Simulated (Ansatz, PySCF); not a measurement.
Si(vinyl)(OMe)3 (C₅H₁₂O₃Si), SMILES [Si](OC)(OC)(C=C)OC.

Coordinates come from a B3LYP-D3(BJ)/def2-SVP optimisation. The isomer is the one that the SMILES or the coordinates give; other isomers of the formula were not compared. One conformer was computed; it need not be the lowest.

Vertical ionisation energy (IE) and electron affinity (EA) in eV. Rows of orbital energies are one-electron estimates. Where ΔSCF, EOM or ADC give a negative EA the extra electron is unbound and the value depends on the basis.

```json
[
 {"level": "−ε(HOMO), −ε(LUMO), ωB97X/def2-SVP (PySCF)", "IE": "10.06", "EA": "-2.01"},
 {"level": "−ε(HOMO), −ε(LUMO), PBE/def2-SVP (PySCF)", "IE": "6.16", "EA": "1.26"},
 {"level": "ΔSCF, PBE0/def2-SVPD (Ansatz), final states of multiplicity 2 and 2", "IE": "(withheld)", "EA": "(withheld)"},
 {"level": "ΔSCF, PBE/def2-SVPD (Ansatz), final states of multiplicity 2 and 2", "IE": "8.86", "EA": "-1.03"}
]
```

### Question
Fill in the missing entries. (The exact figures need the calculation; the answer reports its results.)

### Answer

- ΔSCF, PBE0/def2-SVPD (Ansatz, a first-principles code), final states of multiplicity 2 and 2, IE: 9.51
- ΔSCF, PBE0/def2-SVPD (Ansatz), final states of multiplicity 2 and 2, EA: -1.27

### Question
What vertical singlet–triplet gap does ΔSCF give with PBE0/def2-SVPD (Ansatz) and with PBE/def2-SVPD (Ansatz)? (The exact figures need the calculation; the answer reports its results.)

### Answer
4.09 and 4.23 eV (triplet above singlet where positive).
